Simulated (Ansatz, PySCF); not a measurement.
Here is a job for PySCF.
```python
from pyscf import gto, scf, dft

mol = gto.M(
    atom='''
K    -0.000000   -0.000000   -1.529491
Cl    0.000000    0.000000    1.709431
''',
    basis='def2-tzvp',
    charge=1,
    spin=1,
    verbose=4,
)

mf = dft.UKS(mol)
mf.xc = 'r2scan'
mf.grids.atom_grid = (99, 590)
mf.grids.prune = None
mf.kernel()
```

**Question.** Give the equivalent Ansatz (an electronic-structure program) input.

**Answer.** This is not unique; one that fits is 
Ansatz 0.2 input:
```yaml
crystal:
  periodic: [false, false, false]
  atoms:
    - {symbol: K, position_ang: [-0.00000000, -0.00000000, -1.52949124]}
    - {symbol: Cl, position_ang: [0.00000000, 0.00000000, 1.70943139]}
basis:
  gaussian:
    orbitals: def2-TZVP
hamiltonian:
  xc: r2scan
total_charge: 1
magnetization: {spin_polarized: true, initial_magnetization: 1}
accuracy: high
```

Both were run: PySCF gave -1059.838329 Eh and Ansatz -1059.838229 Eh, 0.099 mEh apart.
